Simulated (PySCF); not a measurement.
HTe, SMILES [TeH], multiplicity 2.

The structure is a stationary point at PBE0-D3(BJ)/def2-TZVPD. The def2 effective core potentials stand for the cores of Te; spin–orbit coupling is left out.

Two levels are set side by side: PBE/def2-TZVPD (PySCF) and M06-2X/def2-TZVPD (PySCF). Same geometry, gas phase. Differences are taken from unrounded values.

| quantity | M06-2X | PBE | PBE minus M06-2X |
|---|---|---|---|
| α-spin orbital gap (eV) | 8.06 | 4.34 | -3.72 |
| β-spin orbital gap (eV) | 4.16 | 0.16 | -4.00 |
| dipole moment (D) | 0.14 | 0.08 | -0.06 |

Rough cost on one machine, each run with all the roots and properties that it gave: M06-2X against PBE about 2 times.
